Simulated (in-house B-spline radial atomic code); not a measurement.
Successive ionisation energies of iodine; each step leads to the configuration of the next row (after the last: [Kr] 4d3). NIST's values go from ground level to ground level; the uncertainty of those that are theory runs from under 0.1 % in few-electron ions to several per cent in heavy many-electron ones. Computed with a B-spline radial code for spherical atoms: non-relativistic Hartree-Fock, average of the configuration, point nuclei.

This level leaves out relativity, spin-orbit splitting included, which matters for heavy ions.

```tsv
ion	configuration	ionisation energy (eV)	tabulated value (eV)	computed minus tabulated (eV)	highest orbital	largest mean radius (bohr)
I	[Kr] 4d10 5s2 5p5	10.3	10.45124	-0.2	5p	2.5018
I+	[Kr] 4d10 5s2 5p4	19.0	19.13126	-0.2	5p	2.3614
I2+	[Kr] 4d10 5s2 5p3	28.4	29.57	-1.2	5p	2.2511
I3+	[Kr] 4d10 5s2 5p2	38.5	40.357	-1.9	5p	2.1599
I4+	[Kr] 4d10 5s2 5p1	49.2	51.52	-2.4	5p	2.082
I5+	[Kr] 4d10 5s2	69.8	74.4	-4.6	5s	1.8362
I6+	[Kr] 4d10 5s1	83.1	87.61	-4.5	5s	1.7865
I7+	[Kr] 4d10	151.6	150.81	0.8	4d	0.89105
I8+	[Kr] 4d9	175.5	171	4.5	4d	0.87221
I9+	[Kr] 4d8	?	?	?	?	?
I10+	[Kr] 4d7	?	?	?	?	?
I11+	[Kr] 4d6	251.8	247	4.8	4d	0.82362
I12+	[Kr] 4d5	?	?	?	?	?
I13+	[Kr] 4d4	306.4	307	-0.6	4d	0.79553
```

Fill in the row of I9+.

ionisation energy (eV): 200.2; tabulated value (eV): 197; computed minus tabulated (eV): 3.2; highest orbital: 4d; largest mean radius (bohr): 0.85498.

Fill in the row of I10+.

ionisation energy (eV): 225.6; tabulated value (eV): 220.9; computed minus tabulated (eV): 4.7; highest orbital: 4d; largest mean radius (bohr): 0.83883.

Fill in the row of I12+.

ionisation energy (eV): 278.8; tabulated value (eV): 279; computed minus tabulated (eV): -0.2; highest orbital: 4d; largest mean radius (bohr): 0.80921.

Where is the largest jump?

From I to I+, by a factor of 1.84 (10.297 to 18.956 eV); the highest orbital goes from 5p to 5p.

How far is this level of theory from the measured and semi-empirical values?

Over those 8 rows the differences run from -4.6 to +0.822 eV (mean absolute value 2 eV). The calculation leaves out relativity, correlation and, in open shells, the multiplet splittings that an average leaves out.
